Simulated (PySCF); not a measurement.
# Excitation energy of Au⁺ by level of theory

Au⁺ [Xe] 4f14 5d10 (1S) → Au⁺ [Xe] 4f14 5d9 6s1 (3D), as a difference of total energies. Calculation: PySCF 2.14, in aug-cc-pwCVDZ-PP with ECP60MDF (6s6p5d3f, 70 functions); scalar relativity through the core potential. Correlated levels: valence: 5s2 5p6 frozen. The calculations carry no spin-orbit coupling.

```
           method  excitation energy (eV)
              UHF                   2.118
    MP2 (valence)                   2.602
SCS-MP2 (valence)                   2.662
   CCSD (valence)                   2.464
CCSD(T) (valence)                   2.499
```

Q: How much does correlation contribute at CCSD(T) (valence)?

A: 2.499 − (2.118) = 0.381 eV, measured against UHF.
